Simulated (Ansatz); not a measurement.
Two isomers of C2H6ClNSi: A = `C=C[SiH](N)Cl`, B = `C=CN[SiH2]Cl`.

Program: Ansatz. Geometries: PBE0-D4/def2-TZVP. ΔE: electronic, gas phase. CCSD(T)/CBS is the MP2 limit (def2-TZVPP, def2-QZVPP) plus CCSD(T) − MP2 in def2-TZVPP, frozen cores. Functionals use def2-TZVPP. B3LYP here is the variant with VWN-RPA as its local correlation; programs differ in this. One conformer a species, not always the lowest.

**Question.** Which isomer does CCSD(T)/CBS put lower? Give the gap. (Estimate.)

**Answer.** Computed: A, by 53.4 kJ/mol.

**Question.** Give E(B) − E(A) in kJ/mol with HF/def2-TZVPP, PBE0-D4, CCSD/def2-TZVPP, BLYP-D4, r2SCAN-D4, ωB97M-V, B3LYP. (An estimate is asked.)

**Answer.** Computed: HF/def2-TZVPP 45.0, PBE0-D4 43.9, CCSD/def2-TZVPP 50.3, BLYP-D4 41.7, r2SCAN-D4 44.5, ωB97M-V 50.5, B3LYP 40.7. None reverses the order clearly.

**Question.** Does the order hold for the free energy at 298.15 K (harmonic terms from PBE0-D4)? (Estimate.)

**Answer.** The calculation gave: Yes: G(B) − G(A) = +49.9 kJ/mol, for one conformer each.

Largest T1 diagnostic: 0.011.

In def2-TZVPP, CCSD(T) changes the Hartree–Fock value by +5.5 kJ/mol (the triples alone add +0.2 kJ/mol) and MP2 by +6.8 kJ/mol. From BLYP to BHLYP (50 % exact exchange), in def2-TZVPP and without D4, E(B) − E(A) moves by +6.2 kJ/mol.
